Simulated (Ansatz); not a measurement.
C₂H₆AlBr (`[AlH2][CH2]CBr`). Total charge 0; spin multiplicity 1. The structure was optimised at the PBE0-D4/def2-TZVP level. It is one conformer, not always the lowest.

```xyz
10

Al    1.412    0.447   -0.973
C     0.216    0.109    0.556
C    -1.147   -0.399    0.190
Br   -2.301   -0.716    1.758
H     0.911    0.185   -2.457
H     2.876    0.986   -0.688
H     0.727   -0.594    1.225
H     0.141    1.043    1.126
H    -1.715    0.301   -0.419
H    -1.121   -1.361   -0.318
```

What is the dipole moment at B3LYP/def2-TZVPP? (An estimate is asked.)

The calculation gave: 2.04 D, with components (1.49, 0.45, -1.32) D in this frame, pointing from negative to positive charge.

And with PBE, r2SCAN, ωB97M-V? (Estimate.)

Ansatz gave: PBE 1.95 D, r2SCAN 2.11 D, ωB97M-V 2.01 D.

Give the Mulliken charges with B3LYP, PBE, ωB97M-V in def2-TZVPP. (An estimate is asked.)

Ansatz gave: 
```tsv
atom	B3LYP	PBE	ωB97M-V
Al1	0.45	0.37	0.42
C2	-0.29	-0.27	-0.39
C3	-0.15	-0.16	-0.23
Br4	-0.18	-0.17	-0.14
H5	-0.14	-0.11	-0.11
H6	-0.13	-0.11	-0.11
H7	0.09	0.09	0.12
H8	0.09	0.09	0.12
H9	0.13	0.13	0.16
H10	0.13	0.13	0.16
```

B3LYP here is the variant with VWN-RPA as its local correlation; programs differ in this.
